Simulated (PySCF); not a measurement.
## Identify the compound

The spectra below were simulated for a compound C₇H₁₁FSi.

¹H NMR (400 MHz, computed): δ 6.69 (m, 1H), 6.24 (br s, 1H), 6.00 (br s, 1H), 5.53 (m, 1H), 5.36 (m, 1H), 5.35 (m, 1H), 5.23 (m, 1H), 4.90 (m, 2H), 4.62 (m, 2H).

¹³C{¹H} NMR (computed): δ 158.2 (C), 152.4 (C), 146.2 (CH), 141.9 (CH2), 125.7 (CH2), 122.4 (CH2), 78.2 (CH2).

[PySCF 2.14: shieldings: GIAO PBE0/pcSseg-1; coordinates at the GFN2-xTB level; non-relativistic Hamiltonian; rapidly exchanging positions averaged; no solvent; one conformer]

Shifts are taken against calculated references (same method and geometry level): ¹H and ¹³C against TMS.

Task: Propose a structure and justify it.

Result: 
The formula gives 3 degrees of unsaturation (no ring in the answer). 7 carbon signals for 7 carbons: no two carbons are equivalent. Carbon types of the structure: 2 × C, 1 × CH, 4 × CH2, leaving 2 H on heteroatoms. δC 158.2, 152.4: fully substituted alkene carbon; the olefinic region. δC 146.2: alkene CH; an sp2 carbon of a C=C bond. δC 141.9, 125.7, 122.4: terminal =CH2 carbon; an sp2 carbon of a C=C bond. δC 78.2: sp3 CH2 bonded to F and Si; pulled downfield by the heteroatom. δH 6.69: hydrogen on an alkene CH; attached to an sp2 carbon and in the plane of the double bond. δH 6.24, 6.00, 5.53, 5.36, 5.35, 5.23: hydrogen on a terminal =CH2 carbon; attached to an sp2 carbon and in the plane of the double bond. δH 4.90: hydrogen on an sp3 CH2 bonded to F and Si; its carbon carries F, hence the downfield position.

The compound is `C=CC(=C)C(=C)[SiH2]CF`.

The shifts were computed for this structure.

Splittings by ¹⁹F in the carbon and heteronuclear signals aren't shown, as no couplings were computed. Shifts are as computed. Against solution values, carbons near 30 ppm lie about +3 ppm off and those near 130 ppm about +5 ppm. Of 1211 compounds with measured shifts, 218 miss one by over three times the rms of a fit or turn the order of signals round; such compounds aren't used in these exercises. Multiplicities follow the n + 1 count of equivalent neighbours, as no J values were calculated; m marks all less simple cases, F and P coupling included.
